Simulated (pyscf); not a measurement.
Single points on ωB97X-D3(BJ)/def2-SVP structures (PySCF, gas phase).

SMILES: C(CC=C)Br
```xyz
12

C     -0.3899    -2.0233     0.8932
C      0.0452    -1.0674     0.0710
C     -0.5952     0.2876    -0.0847
C     -1.1513     0.4684    -1.4931
Br    -1.9276     2.2297    -1.7329
H     -1.2641    -1.8686     1.5360
H      0.1138    -2.9925     0.9611
H      0.9249    -1.2628    -0.5574
H     -1.4058     0.4145     0.6500
H      0.1464     1.0810     0.1089
H     -0.3682     0.3676    -2.2570
H     -1.9463    -0.2582    -1.7065
```

### Question
How much does it cost (ΔH, 298 K, ωB97M-D3(BJ)/def2-TZVP) to split H₂C=CH–CH₂–CH₂–Br (SMILES C=CCCBr) at its Br–C bond into •H₂C–CH₂–CH=CH₂ + Br•?

### Answer
Br–C to •H₂C–CH₂–CH=CH₂ + Br•: 71.6 kcal/mol. The 7 functionals that were run give +70.2 (r²SCAN) to +74.5 kcal/mol (ωB97X-D3(BJ)). The radicals are drawn with the spin at the cut bond; how far it spreads was not checked. •H₂C–CH₂–CH=CH₂ lies 18.1 kcal/mol over its isomer •H₂C–CH=CH–CH₃, and others may lie lower still (electronic energy, ωB97M-D3(BJ)). Left out: the spin-orbit lowering of Br, which is large for Br, Se, Te and I. Elements up to Kr have no core potential and no relativistic terms here.
